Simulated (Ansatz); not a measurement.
One change: `[CH3][In]([F])[Cl]` becomes `[CH3][In]([F])[O][SiH3]`.

Ansatz, PBE0-D4/def2-TZVP geometries, multiplicity 1. Each molecule was computed in one conformer, which needn't be the lowest.

Elements past krypton have def2 core potentials.

| property | `[CH3][In]([F])[Cl]` |
| --- | --- |
| LUMO energy (ωB97M-V/def2-TZVPP) / eV | 0.14 |
| size of the dipole moment (PBE/def2-TZVPP) / D | 4.00 |
| HOMO–LUMO gap (ωB97M-V/def2-TZVPP) / eV | 11.09 |
| LUMO energy (B3LYP/def2-TZVPP) / eV | -1.97 |
| HOMO energy (PBE/def2-TZVPP) / eV | -7.36 |
| HOMO energy (ωB97M-V/def2-TZVPP) / eV | -10.95 |

Q: Give the same properties after the change, and the shifts. (Estimate.)

A: Ansatz gave: 
```
                                      property  `[CH3][In]([F])[O][SiH3]`  shift
         LUMO energy (ωB97M-V/def2-TZVPP) / eV                       0.21   0.07
size of the dipole moment (PBE/def2-TZVPP) / D                       3.92  -0.08
       HOMO–LUMO gap (ωB97M-V/def2-TZVPP) / eV                      10.84  -0.25
           LUMO energy (B3LYP/def2-TZVPP) / eV                      -1.90   0.07
             HOMO energy (PBE/def2-TZVPP) / eV                      -6.94   0.42
         HOMO energy (ωB97M-V/def2-TZVPP) / eV                     -10.63   0.32
```

With PBE0 the HOMO rises by 0.39 eV and the LUMO rises by 0.08 eV, so the gap narrows by about 0.31 eV. PBE moves the HOMO by 0.42 eV and ωB97M-V by 0.32 eV. Dipoles are sizes alone; their direction can turn.

B3LYP here is the variant with VWN-RPA as its local correlation; programs differ in this.
